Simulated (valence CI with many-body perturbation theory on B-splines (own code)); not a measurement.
Values are calculated unless marked as measured or tabulated.
## A CI+MBPT run for Cl XI

The program does CI of the valence electrons with many-body perturbation theory for a frozen closed Dirac-Fock core.

Command, and the settings that its task file holds:

```sh
python run_cv.py task.json out
```

```
atom Cl  Z=17  mass_number=35  rms_radius_fm=3.3654
core [He]
valence 2s2 3p3
avg = 1
basis = S
breit = 1
cap = 10000
capref = 1200
cscale = 1
de = 0.0
dress = 0
eps = 2e-08
extrap = 1
h = 0.27
hh = 1
l2 = 3
lcore = 6
maxit = 60
n2 = 5
natural = 1
nlev = 21
nno = [3, 3, 3, 2, 1]
nroot = 26
nsp = [3, 3, 2, 1, 0]
pt2 = 1
qed = 1
rpa = 1
s1 = 1
s2 = 1
s3 = 1
screen = 1
tol = 2e-05
whole = 1
```

What became of the run, and why?

It gave no result: the start configuration must fill the lowest shells above the core. The program said: "3p is not the lowest shell of its kind above the core".
